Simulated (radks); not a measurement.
Spherical quantum dot in the effective-mass picture: electrons in a parabolic well V = omega^2 r^2 / 2 with omega = 2.34, with a point charge +1 (a donor) at the centre, all in effective atomic units (hartree* = m*/eps^2 hartree, bohr* = eps/m* bohr), one dielectric constant everywhere. Method: non-relativistic Kohn-Sham, PBE, spin-polarised, spherical densities; computed with a radial shooting solver with Libxc functionals. Levels are named by radial order and angular momentum (1s, 1p, 1d, 2s, ...), and open shells are averaged over m. Results are scaled to m* = 0.118 and eps = 16.2, for which hartree* = 12.23 meV and bohr* = 7.265 nm. Each electron was tried in the lowest free levels, single moves between levels near the top were tried too, and the lowest total energy was kept; such a search can miss a lower state. At N = 1 the Hartree and exchange-correlation terms need not cancel, so that row can carry a self-interaction error.

N,open shells,2S,E (meV),addition energy mu(N+1) - mu(N) (meV),e(HOMO) (meV)
1,"1s(up 1, down 0)",1,19.8841,16.51,26.197
2,none,0,56.2787,43.93,42.290
3,"1p(up 1, down 0)",1,136.601,9.310,84.896
4,"1p(up 2, down 0)",2,226.234,9.557,94.402
5,"1p(up 3, down 0)",3,325.424,12.53,103.97
6,"1p(up 3, down 1)",2,437.140,8.652,115.98
7,"1p(up 3, down 2)",1,557.509,8.860,124.79
8,none,0,686.737,29.31,133.67
9,"2s(up 1, down 0)",1,845.276,9.113,162.50
10,none,0,1012.93,9.460,171.55
11,"1d(up 1, down 0)",1,1190.04,7.499,180.86
12,"1d(up 2, down 0)",2,1374.65,7.484,188.36
13,"1d(up 3, down 0)",3,1566.75,7.448,195.83
14,"1d(up 4, down 0)",4,1766.29,7.400,203.25
15,"1d(up 5, down 0)",5,1973.23,9.386,210.63
16,"1d(up 5, down 1)",4,2189.56,7.048,219.85
17,"1d(up 5, down 2)",3,2412.94,7.043,226.90
18,"1d(up 5, down 3)",2,2643.36,7.018,233.94
19,"1d(up 5, down 4)",1,2880.80,6.983,240.94
20,none,0,3125.22,26.40,247.90
21,"1f(up 1, down 0)",1,3396.04,6.367,274.01
22,"1f(up 2, down 0)",2,3673.23,6.349,280.37
23,"1f(up 3, down 0)",3,3956.77,6.325,286.70
24,"1f(up 4, down 0)",4,4246.63,6.298,293.02
25,"1f(up 5, down 0)",5,4542.79,6.269,299.30
26,"1f(up 6, down 0)",6,4845.22,6.239,305.55
27,"1f(up 7, down 0)",7,5153.89,-,311.78

All shells are closed at N = 2, 8, 10, 20 (there: 1s2 1p6 1d10 2s2); the second difference of the energy has clear peaks (12 % above both neighbours; the first and last values, which can be the largest, are not judged, and half-filled shells can peak too) at N = 2, 5, 8, 15, 20.
